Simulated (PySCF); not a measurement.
HMoO3, SMILES [O]=[Mo](=[O])[OH] (connectivity only; charge and spin as stated), neutral, multiplicity 2. Atoms are numbered in the order given.

```xyz
5

Mo     0.0000     0.0000     0.0417
O      0.0000    -1.4151     0.9740
O      0.0000     1.4151     0.9740
O      0.0000     0.0000    -1.8191
H      0.0000     0.0000    -2.7807
```
Charge 0, spin multiplicity 2.

Coordinates come from a B3LYP-D3(BJ)/def2-SVP optimisation. The geometry has at least one imaginary mode, so it is a saddle point at that level. The multiplicity is an assumed one; other spin states were not compared. The isomer is the one that the SMILES or the coordinates give; other isomers of the formula were not compared. The def2 effective core potentials stand for the cores of Mo; spin–orbit coupling is left out. Other conformers were not sampled.

Method: B3LYP/def2-TZVPD (PySCF).

Mulliken values depend strongly on the basis, most of all with diffuse functions as here. ESP charges are fitted to the potential on shells at 1.4 to 2.0 van der Waals radii. Atomic charges (e):

| atom | ESP fit | Mulliken | Mulliken spin |
|---|---|---|---|
| Mo1 | (withheld) | 2.06 | 1.05 |
| O2 | (withheld) | -0.76 | 0.00 |
| O3 | (withheld) | -0.76 | 0.00 |
| O4 | (withheld) | -0.80 | -0.06 |
| H5 | (withheld) | 0.27 | 0.01 |

Q: Some entries are withheld; supply them. (An estimate is asked for; the answer gives what the named calculation found.)

A: 
- Mo1, ESP fit: 1.19
- O2, ESP fit: -0.46
- O3, ESP fit: -0.46
- O4, ESP fit: -0.73
- H5, ESP fit: 0.47
